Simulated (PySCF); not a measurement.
A structure optimised at PBE0-D3(BJ)/def2-SVP, used in a PySCF frequency run:

```xyz
6

Cl    -1.8388    -0.2338     0.0000
C     -0.1454    -0.4610     0.0000
Br     0.4428    -2.2470     0.0000
C      0.7495     0.5338     0.0000
Br     0.2947     2.3388     0.0000
H      1.8193     0.3228     0.0000
```
Charge 0, spin multiplicity 1.

Problem. Write its SMILES, formula and point group.

Solution. Cl/C(Br)=C\Br, C2HBr2Cl, Cs

Problem. What are its rotational constants (standard atomic weights)?

Solution. 3.3083, 0.59558, 0.50472 GHz
